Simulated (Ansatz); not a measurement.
Ansatz (a program for electronic structure) input (B3LYP-D3(BJ)/def2-TZVP):

Ansatz 0.2 input:
```yaml
crystal:
  periodic: [false, false, false]
  atoms:
    - {symbol: Zr, position_ang: [0.26431311, 0.20173306, 0.37397967]}
    - {symbol: O, position_ang: [1.10629009, 0.16133761, -1.23051341]}
    - {symbol: O, position_ang: [-1.39299967, -0.37266262, 0.83140453]}
basis:
  gaussian:
    orbitals: def2-TZVP
hamiltonian:
  xc: b3lyp
  dispersion: d3bj
magnetization: {spin_polarized: true, initial_magnetization: 2}
relax: {f_tol: 0.002, max_steps: 150}
```

Output:

```
Functional definition: B3LYP
integrals: 0.03 GiB planned
657 factors; their error is unknown
mean field: 0.34 GiB planned
mean field evaluation 1: about -5364.0801 eV, gradient 5.6e1 eV
mean field evaluation 2: about -5126.7441 eV, gradient 2.2e2 eV
mean field evaluation 4: about -5375.4325 eV, gradient 7.0e0 eV
mean field evaluation 8: about -5375.6722 eV, gradient 1.7e-1 eV
mean field evaluation 16: about -5375.6989 eV, gradient 4.2e-4 eV
mean field evaluation 32: about -5375.0845 eV, gradient 5.1e0 eV
mean field -5375.69885350 eV, -197.5532890864 hartree, gradient 3.4e-5 eV, S^2 2.020443; 5 other end points of the search recorded, 0 dependent functions left out
the calculation of the forces begins
reference -5375.69908529 eV, -197.5532976046 hartree; 15, 13 occupied and 87, 89 virtual orbitals, 657 factors
relax step   1: F+E_penalty+E_count = -5375.77904531 eV  Δ(F+E_penalty+E_count) = +0.000e0 eV  max|allowed force component| = 9.133e-1 eV/Å  Δτ_max = 0.0000 Å  (92 SCF iters, accepted)
these checks for a lower state are left out or cut short: starts, cluster_reference, orbital_swaps, neighbouring_geometries, increment
integrals: 0.03 GiB planned
657 factors; their error is unknown
mean field: 0.34 GiB planned
mean field -5375.84726122 eV, -197.5587429695 hartree, gradient 2.1e-5 eV, S^2 2.026554; 0 other end points of the search recorded, 0 dependent functions left out
the calculation of the forces begins
reference -5375.84749213 eV, -197.5587514554 hartree; 15, 13 occupied and 87, 89 virtual orbitals, 657 factors
relax step   2: F+E_penalty+E_count = -5375.92839568 eV  Δ(F+E_penalty+E_count) = -1.494e-1 eV  max|allowed force component| = 3.500e-1 eV/Å  Δτ_max = 0.1186 Å  (56 SCF iters, accepted)
these checks for a lower state are left out or cut short: starts, cluster_reference, orbital_swaps, neighbouring_geometries, increment
integrals: 0.03 GiB planned
657 factors; their error is unknown
mean field: 0.34 GiB planned
mean field -5375.91186124 eV, -197.5611169766 hartree, gradient 2.5e-5 eV, S^2 2.033607; 0 other end points of the search recorded, 0 dependent functions left out
the calculation of the forces begins
reference -5375.91208951 eV, -197.5611253655 hartree; 15, 13 occupied and 87, 89 virtual orbitals, 657 factors
relax step   3: F+E_penalty+E_count = -5375.99515344 eV  Δ(F+E_penalty+E_count) = -6.676e-2 eV  max|allowed force component| = 9.886e-1 eV/Å  Δτ_max = 0.1952 Å  (59 SCF iters, accepted)
these checks for a lower state are left out or cut short: starts, cluster_reference, orbital_swaps, neighbouring_geometries, increment
integrals: 0.03 GiB planned
657 factors; their error is unknown
mean field: 0.35 GiB planned
mean field evaluation 64: about -5375.9400 eV, gradient 1.5e-5 eV
mean field -5375.93995618 eV, -197.5621494467 hartree, gradient 1.5e-5 eV, S^2 2.030480; 0 other end points of the search recorded, 0 dependent functions left out
the calculation of the forces begins
reference -5375.94018379 eV, -197.5621578110 hartree; 15, 13 occupied and 87, 89 virtual orbitals, 657 factors
relax step   4: F+E_penalty+E_count = -5376.02323272 eV  Δ(F+E_penalty+E_count) = -2.808e-2 eV  max|allowed force component| = 1.570e-1 eV/Å  Δτ_max = 0.0281 Å  (51 SCF iters, accepted)
these checks for a lower state are left out or cut short: starts, cluster_reference, orbital_swaps, neighbouring_geometries, increment
integrals: 0.03 GiB planned
657 factors; their error is unknown
mean field: 0.35 GiB planned
mean field -5375.94111731 eV, -197.5621921173 hartree, gradient 2.2e-5 eV, S^2 2.029978; 0 other end points of the search recorded, 0 dependent functions left out
the calculation of the forces begins
reference -5375.94134441 eV, -197.5622004631 hartree; 15, 13 occupied and 87, 89 virtual orbitals, 657 factors
relax step   5: F+E_penalty+E_count = -5376.02457614 eV  Δ(F+E_penalty+E_count) = -1.343e-3 eV  max|allowed force component| = 1.139e-2 eV/Å  Δτ_max = 0.0161 Å  (51 SCF iters, accepted)
these checks for a lower state are left out or cut short: starts, cluster_reference, orbital_swaps, neighbouring_geometries, increment
integrals: 0.03 GiB planned
657 factors; their error is unknown
[...]
mean field: 0.35 GiB planned
mean field -5375.94111345 eV, -197.5621919755 hartree, gradient 2.2e-5 eV, S^2 2.030002; 0 other end points of the search recorded, 0 dependent functions left out
the calculation of the forces begins
reference -5375.94134051 eV, -197.5622003199 hartree; 15, 13 occupied and 87, 89 virtual orbitals, 657 factors
relax step   6: F+E_penalty+E_count = -5376.02459395 eV  Δ(F+E_penalty+E_count) = -1.781e-5 eV  max|allowed force component| = 2.705e-3 eV/Å  Δτ_max = 0.0022 Å  (42 SCF iters, accepted)
these checks for a lower state are left out or cut short: starts, cluster_reference, orbital_swaps, neighbouring_geometries, increment
integrals: 0.03 GiB planned
657 factors; their error is unknown
mean field: 0.35 GiB planned
mean field -5375.94111914 eV, -197.5621921846 hartree, gradient 1.8e-5 eV, S^2 2.030003; 0 other end points of the search recorded, 0 dependent functions left out
the calculation of the forces begins
reference -5375.94134620 eV, -197.5622005291 hartree; 15, 13 occupied and 87, 89 virtual orbitals, 657 factors
relax step   7: F+E_penalty+E_count = -5376.02460048 eV  Δ(F+E_penalty+E_count) = -6.525e-6 eV  max|allowed force component| = 6.077e-3 eV/Å  Δτ_max = 0.0008 Å  (48 SCF iters, accepted)
these checks for a lower state are left out or cut short: starts, cluster_reference, orbital_swaps, neighbouring_geometries, increment
integrals: 0.03 GiB planned
657 factors; their error is unknown
mean field: 0.35 GiB planned
mean field evaluation 96: about -5375.9411 eV, gradient 1.3e-5 eV
mean field -5375.94114213 eV, -197.5621930293 hartree, gradient 1.3e-5 eV, S^2 2.029990; 0 other end points of the search recorded, 0 dependent functions left out
the calculation of the forces begins
reference -5375.94136919 eV, -197.5622013740 hartree; 15, 13 occupied and 87, 89 virtual orbitals, 657 factors
relax step   8: F+E_penalty+E_count = -5376.02462175 eV  Δ(F+E_penalty+E_count) = -2.127e-5 eV  max|allowed force component| = 1.184e-2 eV/Å  Δτ_max = 0.0010 Å  (52 SCF iters, accepted)
these checks for a lower state are left out or cut short: starts, cluster_reference, orbital_swaps, neighbouring_geometries, increment
integrals: 0.03 GiB planned
657 factors; their error is unknown
mean field: 0.35 GiB planned
mean field -5375.94122616 eV, -197.5621961177 hartree, gradient 2.1e-5 eV, S^2 2.029904; 0 other end points of the search recorded, 0 dependent functions left out
the calculation of the forces begins
reference -5375.94145321 eV, -197.5622044616 hartree; 15, 13 occupied and 87, 89 virtual orbitals, 657 factors
relax step   9: F+E_penalty+E_count = -5376.02471606 eV  Δ(F+E_penalty+E_count) = -9.431e-5 eV  max|allowed force component| = 2.464e-2 eV/Å  Δτ_max = 0.0023 Å  (51 SCF iters, accepted)
these checks for a lower state are left out or cut short: starts, cluster_reference, orbital_swaps, neighbouring_geometries, increment
integrals: 0.03 GiB planned
657 factors; their error is unknown
mean field: 0.35 GiB planned
mean field -5375.94216736 eV, -197.5622307061 hartree, gradient 2.1e-5 eV, S^2 2.029004; 0 other end points of the search recorded, 0 dependent functions left out
the calculation of the forces begins
reference -5375.94239448 eV, -197.5622390526 hartree; 15, 13 occupied and 87, 89 virtual orbitals, 657 factors
relax step  10: F+E_penalty+E_count = -5376.02562249 eV  Δ(F+E_penalty+E_count) = -9.064e-4 eV  max|allowed force component| = 7.050e-2 eV/Å  Δτ_max = 0.0081 Å  (54 SCF iters, accepted)
these checks for a lower state are left out or cut short: starts, cluster_reference, orbital_swaps, neighbouring_geometries, increment
integrals: 0.03 GiB planned
657 factors; their error is unknown
mean field: 0.35 GiB planned
mean field -5375.94536877 eV, -197.5623483555 hartree, gradient 9.3e-6 eV, S^2 2.024034; 0 other end points of the search recorded, 0 dependent functions left out
the calculation of the forces begins
reference -5375.94559569 eV, -197.5623566947 hartree; 15, 13 occupied and 87, 89 virtual orbitals, 657 factors
relax step  11: F+E_penalty+E_count = -5376.02889838 eV  Δ(F+E_penalty+E_count) = -3.276e-3 eV  max|allowed force component| = 1.383e-1 eV/Å  Δτ_max = 0.0205 Å  (56 SCF iters, accepted)
these checks for a lower state are left out or cut short: starts, cluster_reference, orbital_swaps, neighbouring_geometries, increment
integrals: 0.03 GiB planned
657 factors; their error is unknown
mean field: 0.35 GiB planned
mean field evaluation 128: about -5375.7059 eV, gradient 3.9e-1 eV
mean field -5375.73378672 eV, -197.5545728587 hartree, gradient 1.7e-5 eV, S^2 2.006812; 0 other end points of the search recorded, 0 dependent functions left out
the calculation of the forces begins
reference -5375.73401325 eV, -197.5545811836 hartree; 15, 13 occupied and 87, 89 virtual orbitals, 657 factors
relax step  12: F+E_penalty+E_count = -5375.81713537 eV  Δ(F+E_penalty+E_count) = +2.118e-1 eV  max|allowed force component| = 3.870e0 eV/Å  Δτ_max = 0.0892 Å  (72 SCF iters, rejected (line search))
these checks for a lower state are left out or cut short: starts, cluster_reference, orbital_swaps, neighbouring_geometries, increment
integrals: 0.03 GiB planned
657 factors; their error is unknown
mean field: 0.35 GiB planned
mean field -5375.94863680 eV, -197.5624684537 hartree, gradient 1.9e-5 eV, S^2 2.020083; 0 other end points of the search recorded, 0 dependent functions left out
the calculation of the forces begins
reference -5375.94886434 eV, -197.5624768153 hartree; 15, 13 occupied and 87, 89 virtual orbitals, 657 factors
relax step  13: F+E_penalty+E_count = -5376.03189261 eV  Δ(F+E_penalty+E_count) = -2.994e-3 eV  max|allowed force component| = 7.182e-2 eV/Å  Δτ_max = 0.0296 Å  (54 SCF iters, accepted)
these checks for a lower state are left out or cut short: starts, cluster_reference, orbital_swaps, neighbouring_geometries, increment
integrals: 0.03 GiB planned
657 factors; their error is unknown
mean field: 0.35 GiB planned
mean field -5375.94896869 eV, -197.5624806502 hartree, gradient 1.0e-5 eV, S^2 2.018580; 0 other end points of the search recorded, 0 dependent functions left out
the calculation of the forces begins
reference -5375.94919650 eV, -197.5624890221 hartree; 15, 13 occupied and 87, 89 virtual orbitals, 657 factors
relax step  14: F+E_penalty+E_count = -5376.03210916 eV  Δ(F+E_penalty+E_count) = -2.165e-4 eV  max|allowed force component| = 5.484e-2 eV/Å  Δτ_max = 0.0118 Å  (56 SCF iters, accepted)
these checks for a lower state are left out or cut short: starts, cluster_reference, orbital_swaps, neighbouring_geometries, increment
integrals: 0.03 GiB planned
657 factors; their error is unknown
mean field: 0.35 GiB planned
mean field evaluation 160: about -5375.9490 eV, gradient 2.0e-5 eV
mean field -5375.94901943 eV, -197.5624825151 hartree, gradient 2.0e-5 eV, S^2 2.019262; 0 other end points of the search recorded, 0 dependent functions left out
the calculation of the forces begins
reference -5375.94924721 eV, -197.5624908856 hartree; 15, 13 occupied and 87, 89 virtual orbitals, 657 factors
relax step  15: F+E_penalty+E_count = -5376.03218745 eV  Δ(F+E_penalty+E_count) = -7.830e-5 eV  max|allowed force component| = 9.880e-3 eV/Å  Δτ_max = 0.0033 Å  (52 SCF iters, accepted)
these checks for a lower state are left out or cut short: starts, cluster_reference, orbital_swaps, neighbouring_geometries, increment
integrals: 0.03 GiB planned
657 factors; their error is unknown
mean field: 0.35 GiB planned
mean field -5375.94905517 eV, -197.5624838285 hartree, gradient 2.1e-5 eV, S^2 2.019408; 0 other end points of the search recorded, 0 dependent functions left out
the calculation of the forces begins
reference -5375.94928299 eV, -197.5624922008 hartree; 15, 13 occupied and 87, 89 virtual orbitals, 657 factors
relax step  16: F+E_penalty+E_count = -5376.03219887 eV  Δ(F+E_penalty+E_count) = -1.141e-5 eV  max|allowed force component| = 8.366e-3 eV/Å  Δτ_max = 0.0025 Å  (53 SCF iters, accepted)
these checks for a lower state are left out or cut short: starts, cluster_reference, orbital_swaps, neighbouring_geometries, increment
integrals: 0.03 GiB planned
657 factors; their error is unknown
mean field: 0.35 GiB planned
mean field -5375.94905275 eV, -197.5624837393 hartree, gradient 1.7e-5 eV, S^2 2.019325; 0 other end points of the search recorded, 0 dependent functions left out
the calculation of the forces begins
reference -5375.94928055 eV, -197.5624921111 hartree; 15, 13 occupied and 87, 89 virtual orbitals, 657 factors
relax step  17: F+E_penalty+E_count = -5376.03220137 eV  Δ(F+E_penalty+E_count) = -2.509e-6 eV  max|allowed force component| = 1.053e-3 eV/Å  Δτ_max = 0.0006 Å  (47 SCF iters, accepted)
integrals: 0.03 GiB planned
657 factors; their error is unknown
mean field: 0.35 GiB planned
mean field evaluation 192: about -5375.9491 eV, gradient 3.9e-3 eV
mean field -5375.94905275 eV, -197.5624837393 hartree, gradient 1.7e-5 eV, S^2 2.019325; 4 other end points of the search recorded, 0 dependent functions left out
the calculation of the forces begins
reference -5375.94928055 eV, -197.5624921111 hartree; 15, 13 occupied and 87, 89 virtual orbitals, 657 factors
Total energy: -5376.03242918 eV, -197.5655477668 hartree
Atom 0 at     0.442260     0.317196     0.547031 Å, force     0.000789     0.000562     0.000972 eV/Å
Atom 1 at     0.852673     0.074170    -1.157492 Å, force     0.000264    -0.000137    -0.001016 eV/Å
Atom 2 at    -1.317329    -0.400958     0.585332 Å, force    -0.001053    -0.000425     0.000044 eV/Å
Dipole moment:     0.444472     0.366713     0.755687 e Å
```

The spin state was set by rule; other spins were not relaxed.
